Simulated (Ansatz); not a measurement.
A CCSD(T) single point on C8H14FNOZr, SMILES `C[O][Zr]1234([F])([N](C)C)[C@H]5[C@@H]1[C@@H]2[C@@H]3[C@H]54`.

```yaml
crystal:
  periodic: [false, false, false]
  atoms:
    - {symbol: C, position_ang: [2.996210, 1.094317, -0.883771]}
    - {symbol: O, position_ang: [1.808072, 1.026804, -0.171200]}
    - {symbol: Zr, position_ang: [0.320920, 0.193568, 0.719864]}
    - {symbol: F, position_ang: [0.369083, 0.592216, 2.619353]}
    - {symbol: N, position_ang: [-1.280360, 1.241963, 0.018427]}
    - {symbol: C, position_ang: [-2.560807, 1.081191, 0.657858]}
    - {symbol: C, position_ang: [-1.367652, 1.963175, -1.223440]}
    - {symbol: C, position_ang: [-0.686131, -2.096516, 1.092576]}
    - {symbol: C, position_ang: [-0.722217, -1.867467, -0.300623]}
    - {symbol: C, position_ang: [0.607937, -1.843585, -0.768307]}
    - {symbol: C, position_ang: [1.464260, -2.077363, 0.332562]}
    - {symbol: C, position_ang: [0.665866, -2.232285, 1.479433]}
    - {symbol: H, position_ang: [3.257115, 0.119527, -1.315455]}
    - {symbol: H, position_ang: [2.909114, 1.817052, -1.702767]}
    - {symbol: H, position_ang: [3.818909, 1.413644, -0.234832]}
    - {symbol: H, position_ang: [-3.274672, 0.523687, 0.029978]}
    - {symbol: H, position_ang: [-2.463298, 0.543809, 1.607537]}
    - {symbol: H, position_ang: [-3.017170, 2.054059, 0.890372]}
    - {symbol: H, position_ang: [-2.010967, 1.450024, -1.956320]}
    - {symbol: H, position_ang: [-1.788676, 2.967987, -1.072105]}
    - {symbol: H, position_ang: [-0.377770, 2.083384, -1.669304]}
    - {symbol: H, position_ang: [-1.541631, -2.159063, 1.750143]}
    - {symbol: H, position_ang: [-1.609730, -1.722737, -0.898592]}
    - {symbol: H, position_ang: [0.918824, -1.673563, -1.789354]}
    - {symbol: H, position_ang: [2.543997, -2.107086, 0.300316]}
    - {symbol: H, position_ang: [1.020784, -2.386734, 2.487652]}
basis:
  gaussian: {orbitals: def2-SVP}
correlation: {method: ccsd_t}
```

```sh
$ ansatz run in.yaml --threads 11 --pin off --events-out ev --progress --plain --max-ram 174080MiB --backend cuda --devices 0, --max-vram 75GiB
```

Log, shortened:

```
Functional definition: HF
2615 factors; integrals over basis functions are off by at most 1.5e-3 eV
mean field evaluation 1: about -15940.5846 eV, gradient 6.1e1 eV
mean field evaluation 2: about -15940.9465 eV, gradient 6.1e1 eV
mean field evaluation 4: about -15949.6578 eV, gradient 6.9e0 eV
mean field evaluation 8: about -15949.8121 eV, gradient 5.0e-1 eV
mean field -15949.81287663 eV, -586.1448120448 hartree, gradient 1.8e-6 eV, S^2 0.000000; 0 other end points of the search recorded, 0 dependent functions left out
11 core orbitals not correlated: weight in the atoms' cores, before any rotation towards them, 1.000 or more for the frozen orbitals, at most 0.000 for the correlated occupied ones
reference -15949.81287663 eV, -586.1448120448 hartree; 38, 38 occupied and 206, 206 virtual orbitals, 2615 factors
second order -52.07122142 eV of doubles, -0.00000000 eV of singles
cycle   1  -52.16501382 eV  change   -9.4e-2 eV  update   2.1e-1
cycle   2  -53.53763422 eV  change    -1.4e0 eV  update   7.7e-2
cycle   3  -53.99188465 eV  change   -4.5e-1 eV  update   3.9e-2
cycle   4  -54.00243506 eV  change   -1.1e-2 eV  update   1.1e-2
cycle   5  -53.99148842 eV  change    1.1e-2 eV  update   5.3e-3
cycle   6  -53.99299395 eV  change   -1.5e-3 eV  update   1.9e-3
cycle   7  -53.99246471 eV  change    5.3e-4 eV  update   7.8e-4
cycle   8  -53.99190507 eV  change    5.6e-4 eV  update   3.1e-4
cycle   9  -53.99208225 eV  change   -1.8e-4 eV  update   1.1e-4
cycle  10  -53.99216039 eV  change   -7.8e-5 eV  update   5.1e-5
perturbative correction -1.99733155 eV, -0.0734005807 hartree
Total energy: -16005.80236858 eV, -588.2023879228 hartree
```

It took 11 s on 11 threads of an AMD EPYC 7R13 on a shared host and a whole NVIDIA H100 80 GB, with 1.7 GiB of host memory at the peak.

MP2 recovers 93.0 % of the CCSD(T) correlation energy and the triples give 3.6 %; T1 = 0.0151.
